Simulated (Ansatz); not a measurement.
**Ligand exchange: GeH(NH2)3 + SnH(NH2)3 → Ge(NH2)4 + SnH2(NH2)2**

Species: GeH(NH2)3, singlet; SnH(NH2)3, singlet; Ge(NH2)4, singlet; SnH2(NH2)2, singlet. The partners trade H for NH2: Ge–H and Sn–NH2 bonds give way to Ge–NH2 and Sn–H.

Shapes, held fixed at every level: PBE0-D4/def2-TZVP. Flexible molecules stand in one conformer, not always the lowest. Programs: Ansatz 0.2.0. Electronic energies: no zero-point or thermal term.

(1) Estimate ΔE of this reaction.

Results:

(1) The highest level, CCSD(T)/def2-TZVPP, gives ΔE = -21.1 kJ/mol; the levels span -24.8 to -16.2. The column of differences is taken from that level and isn't an error. No measured value is set beside it here. For atoms past krypton def2 sets carry core potentials with scalar relativity. Relativity is left out for Ge. Outer-core shells of Ge, Sn are correlated, in sets that cover them unevenly.

```json
{"level": "HF/def2-TZVPP", "kind": "Hartree–Fock", "ΔE (kJ/mol)": "-24.8", "less CCSD(T)/def2-TZVPP": "-3.7"}
{"level": "PBE-D4/def2-TZVPP", "kind": "GGA", "ΔE (kJ/mol)": "-16.2", "less CCSD(T)/def2-TZVPP": "+4.9"}
{"level": "r2SCAN-D4/def2-TZVPP", "kind": "meta-GGA", "ΔE (kJ/mol)": "-19.8", "less CCSD(T)/def2-TZVPP": "+1.3"}
{"level": "PBE0-D4/def2-TZVPP", "kind": "global hybrid", "ΔE (kJ/mol)": "-20.6", "less CCSD(T)/def2-TZVPP": "+0.5"}
{"level": "wB97X-V/def2-TZVPP", "kind": "range-separated hybrid", "ΔE (kJ/mol)": "-20.2", "less CCSD(T)/def2-TZVPP": "+0.9"}
{"level": "CCSD/def2-TZVPP", "kind": "coupled cluster or CI", "ΔE (kJ/mol)": "-22.4", "less CCSD(T)/def2-TZVPP": "-1.3"}
{"level": "CCSD(T)/def2-TZVPP", "kind": "coupled cluster or CI", "ΔE (kJ/mol)": "-21.1", "less CCSD(T)/def2-TZVPP": "0.0"}
```
